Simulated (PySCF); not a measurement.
FH4N2NbS, SMILES [NH2][Nb]([NH2])([F])=[S], multiplicity 1.

The structure is a stationary point at B3LYP-D3(BJ)/def2-SVP. The spin state was assumed, not searched. The def2 effective core potentials stand for the cores of Nb; spin–orbit coupling is left out. The values are those of a single conformer.

These are PySCF with TDA-B3LYP/def2-SVPD values and carry that method's errors.

Vertical excitations. Isolated molecule, no solvent. State labels are in the subgroup Cs.

```json
[
 {"state": "S1", "symmetry": "A\"", "energy (eV)": "3.90", "λ (nm)": "318", "f": "0.000", "main pairs": "HOMO→LUMO 92 %"},
 {"state": "S2", "symmetry": "A'", "energy (eV)": "4.18", "λ (nm)": "297", "f": "0.002", "main pairs": "HOMO−1→LUMO 53 %, HOMO→LUMO+1 46 %"},
 {"state": "S3", "symmetry": "A\"", "energy (eV)": "4.31", "λ (nm)": "288", "f": "0.000", "main pairs": "HOMO−1→LUMO+1 89 %"},
 {"state": "S4", "symmetry": "A'", "energy (eV)": "4.58", "λ (nm)": "271", "f": "0.020", "main pairs": "HOMO−2→LUMO 71 %"},
 {"state": "S5", "symmetry": "A\"", "energy (eV)": "4.77", "λ (nm)": "260", "f": "0.011", "main pairs": "HOMO−2→LUMO+1 70 %, HOMO−4→LUMO 21 %"},
 {"state": "S6", "symmetry": "A'", "energy (eV)": "4.88", "λ (nm)": "254", "f": "0.018", "main pairs": "HOMO→LUMO+1 23 %, HOMO−3→LUMO+1 20 %, HOMO−2→LUMO 17 %, HOMO−1→LUMO 16 %"},
 {"state": "S7", "symmetry": "A\"", "energy (eV)": "4.89", "λ (nm)": "254", "f": "0.001", "main pairs": "HOMO−3→LUMO 96 %"},
 {"state": "S8", "symmetry": "A'", "energy (eV)": "5.06", "λ (nm)": "245", "f": "0.006", "main pairs": "HOMO→LUMO+2 78 %, HOMO−3→LUMO+1 20 %"},
 {"state": "S9", "symmetry": "A\"", "energy (eV)": "5.11", "λ (nm)": "242", "f": "0.009", "main pairs": "HOMO−1→LUMO+2 87 %"},
 {"state": "S10", "symmetry": "A'", "energy (eV)": "5.27", "λ (nm)": "235", "f": "0.023", "main pairs": "HOMO−3→LUMO+1 48 %, HOMO→LUMO+2 13 %, HOMO−1→LUMO+4 11 %, HOMO−3→LUMO+2 11 %"},
 {"state": "T1", "symmetry": "A'", "energy (eV)": "3.40", "λ (nm)": "364", "f": "0", "main pairs": "HOMO−1→LUMO 68 %, HOMO→LUMO+1 16 %, HOMO−2→LUMO 12 %"},
 {"state": "T2", "symmetry": "A\"", "energy (eV)": "3.59", "λ (nm)": "345", "f": "0", "main pairs": "HOMO→LUMO 85 %"},
 {"state": "T3", "symmetry": "A'", "energy (eV)": "3.72", "λ (nm)": "334", "f": "0", "main pairs": "HOMO→LUMO+1 78 %, HOMO−1→LUMO 17 %"},
 {"state": "T4", "symmetry": "A\"", "energy (eV)": "4.02", "λ (nm)": "309", "f": "0", "main pairs": "HOMO−1→LUMO+1 85 %"}
]
```
Triplets are in the Tamm–Dancoff approximation.
